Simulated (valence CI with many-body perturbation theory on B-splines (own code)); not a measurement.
## E1 line list for Cl¹⁰⁺

Calculated by valence CI with perturbative core correlation (CI+MBPT): five valence electrons over a frozen Dirac-Fock core [He], a basis of 11 s, 11 p, 10 d, 8 f, 5 g, 2 h functions for each j, with the one-electron correlation potential Σ1 (screened to all orders), the two-electron term Σ2, the three-electron term Σ3, Breit, model QED; selected single and double excitations, second order for the rest, scaled by the run's own slope (own B-spline code, finite nucleus).

No measured spectrum was set against this ion. As an estimate, levels of excited configurations hold to 0.05 to 0.15 % of their energy, terms of the ground configuration to about 0.5 %. Among the levels kept, up to 4800 cm⁻¹ of a level comes from second order outside the variational space, and about a tenth of that is noise between levels of different J, which matters for small intervals.

Lines 151 to 200 of 596 in falling wavelength, among levels below 404.27 eV, chosen from the strongest by gf and those to the six lowest levels. Wavelengths and rates use the calculated energies, so an error of 400 cm⁻¹ moves a line at 710.5 Å by 0.28 % and its rate by three times that or more. Electric multipoles are in the length gauge, E1 and E2 with the static RPA response of the core. Weak lines are less certain than strong ones. Lines between different terms over intervals too small for the method are left out, as are lines whose strength nearly cancels. Where a level lies close to another of its J and parity, the split of strength between their lines is uncertain. The highest levels of a list are the least certain.

Names give the largest LS component (configuration and term), which can be under half, so a name can repeat, a term be missing and a line seem to break the LS rules; names also repeat where a configuration has a term twice. Letters in brackets count levels of one name in rising energy.

```tsv
λ vac (Å)	Upper	Lower	A (s⁻¹)	log gf	Branch %
710.5	2s²2p²3d ⁴P_1/2	2s²2p²3p ⁴S°_3/2	8.78e+08	-0.88	0.0
709.9	2s²2p²3d ⁴D_7/2	2s²2p²3p ⁴P°_5/2	1.09e+09	-0.18	9.1
709.9	2s2p³3p ⁴P_3/2 [c]	2s2p³3s ⁴P°_1/2	7.20e+08	-0.66	0.7
706.7	2s2p³3d ⁴P°_1/2 [b]	2s2p³3p ⁴S_3/2	8.82e+08	-0.88	0.1
705.4	2s²2p²3d ²G_7/2	2s²2p²3p ²F°_5/2	1.62e+09	-0.01	1.2
704.7	2s2p³3d ²D°_5/2 [b]	2s2p³3p ²D_3/2 [b]	7.01e+08	-0.50	0.1
704.4	2s²2p²3p ²D°_3/2 [b]	2s²2p²3s ²D_3/2	9.52e+08	-0.55	9.2
702.0	2s²2p²3d ⁴D_5/2	2s²2p²3p ⁴P°_3/2	1.00e+09	-0.35	0.4
701.9	2s²2p²3p ²D°_3/2 [b]	2s²2p²3s ²D_5/2	4.33e+08	-0.89	4.2
701.3	2s2p³3d ²F°_7/2 [b]	2s2p³3p ²D_5/2 [b]	1.76e+09	0.02	0.2
700.1	2s2p³3d ²F°_5/2 [b]	2s2p³3p ²D_3/2 [b]	1.03e+09	-0.34	0.2
700.1	2s²2p²3p ²D°_5/2 [b]	2s²2p²3s ²D_5/2	1.30e+09	-0.24	14.3
699.3	2s2p³3d ⁴P°_3/2 [b]	2s2p³3p ⁴S_3/2	9.30e+08	-0.56	0.2
699.2	2s²2p²3d ²D_3/2 [c]	2s²2p²3p ²P°_1/2 [c]	1.38e+09	-0.39	0.1
694.4	2s2p³3d ⁴D°_7/2 [b]	2s2p³3p ⁴F_7/2	1.89e+08	-0.96	0.0
690.7	2s²2p²3d ⁴D_3/2	2s²2p²3p ⁴P°_3/2	3.89e+08	-0.95	0.1
690.4	2s2p³3d ⁴P°_5/2 [b]	2s2p³3p ⁴S_3/2	1.02e+09	-0.36	0.5
689.5	2s2p³3d ⁴D°_3/2 [a]	2s2p³3p ⁴P_1/2 [a]	7.92e+08	-0.65	0.1
689.2	2s2p³3p ²S_1/2 [a]	2s2p³3s ²P°_3/2 [a]	1.17e+09	-0.78	0.2
689.1	2s2p³3d ⁴D°_1/2 [a]	2s2p³3p ⁴P_1/2 [a]	1.59e+09	-0.65	0.2
688.1	2s²2p²3d ⁴D_7/2	2s²2p²3p ⁴D°_7/2	4.74e+08	-0.57	4.0
687.5	2s²2p²3d ⁴D_3/2	2s²2p²3p ⁴P°_1/2	5.87e+08	-0.78	0.2
686.7	2s2p³3d ⁴D°_5/2 [a]	2s2p³3p ⁴P_3/2 [a]	1.36e+09	-0.24	0.1
686.7	2s2p³3p ²S_1/2 [a]	2s2p³3s ²P°_1/2 [a]	6.60e+08	-1.03	0.1
686.6	2s2p³3d ⁴D°_3/2 [a]	2s2p³3p ⁴P_3/2 [a]	1.03e+09	-0.53	0.1
685.4	2s2p³3d ²D°_3/2 [b]	2s2p³3p ²P_1/2 [b]	1.06e+09	-0.53	0.1
683.8	2s2p³3d ⁴D°_5/2 [a]	2s2p³3p ⁴P_5/2 [a]	5.87e+08	-0.61	0.1
682.8	2s2p³3d ⁴D°_7/2 [a]	2s2p³3p ⁴P_5/2 [a]	1.97e+09	0.04	0.2
679.4	2s2p³3d ⁴D°_7/2 [c]	2s2p³3p ⁴D_7/2 [b]	4.87e+08	-0.57	0.0
675.7	2s2p³3d ⁴D°_5/2 [c]	2s2p³3p ⁴D_5/2 [b]	3.45e+08	-0.85	0.0
672.1	2s2p³3d ²D°_5/2 [b]	2s2p³3p ²P_3/2 [b]	9.12e+08	-0.43	0.1
672.1	2s²2p²3p ⁴S°_3/2	2s²2p²3s ⁴P_3/2	4.68e+08	-0.90	0.7
669.0	2s²2p²3d ⁴D_5/2	2s²2p²3p ⁴D°_5/2	3.13e+08	-0.90	0.1
667.9	2s2p³3d ²F°_5/2 [b]	2s2p³3p ²P_3/2 [b]	3.87e+08	-0.81	0.1
665.7	2s2p³3d ⁴D°_7/2 [b]	2s2p³3p ⁴D_7/2 [a]	8.46e+08	-0.35	0.1
665.3	2s2p³3d ⁴D°_5/2 [b]	2s2p³3p ⁴D_7/2 [a]	2.89e+08	-0.94	0.0
662.8	2s2p³3d ²S°_1/2	2s2p³3p ²P_3/2 [a]	8.91e+08	-0.93	0.4
659.5	2s2p³3d ⁴D°_3/2 [b]	2s2p³3p ⁴D_5/2 [a]	5.13e+08	-0.87	0.0
658.1	2s2p³3d ⁴D°_5/2 [b]	2s2p³3p ⁴D_5/2 [a]	5.96e+08	-0.63	0.0
652.1	2s2p³3d ⁴D°_3/2 [b]	2s2p³3p ⁴D_3/2 [a]	4.41e+08	-0.95	0.0
650.5	2s²2p²3d ²F_7/2 [b]	2s²2p²3p ²F°_7/2	5.10e+08	-0.59	0.0
645.5	2s2p³3p ²P_1/2 [d]	2s2p³3s ²S°_1/2	1.08e+09	-0.87	0.9
645.2	2s²2p²3d ⁴P_5/2	2s²2p²3p ⁴P°_5/2	9.45e+08	-0.45	0.0
636.9	2s2p³3p ²P_3/2 [d]	2s2p³3s ²S°_1/2	1.20e+09	-0.53	0.8
635.5	2s2p³3p ⁴P_3/2 [b]	2s2p³3s ⁴D°_3/2	8.41e+08	-0.69	3.6
635.5	2s²2p²3d ²D_3/2 [a]	2s²2p²3p ²P°_1/2 [a]	1.12e+09	-0.57	0.1
635.2	2s²2p²3p ²P°_1/2 [b]	2s²2p²3s ²D_3/2	1.74e+09	-0.68	7.6
635.0	2s2p³3p ⁴P_3/2 [b]	2s2p³3s ⁴D°_5/2	1.57e+09	-0.42	6.7
632.1	2s2p³3p ⁴P_5/2 [b]	2s2p³3s ⁴D°_7/2	2.09e+09	-0.12	6.9
631.5	2s²2p²3d ⁴P_3/2	2s²2p²3p ⁴P°_5/2	5.33e+08	-0.89	0.0
```

Q: How does gf follow from A for the line at 701.3 Å?

A: gf = 1.4992 × (2J+1)_upper × A / σ², with σ = 142601 cm⁻¹ and 2J+1 = 8: gf = 1.04.
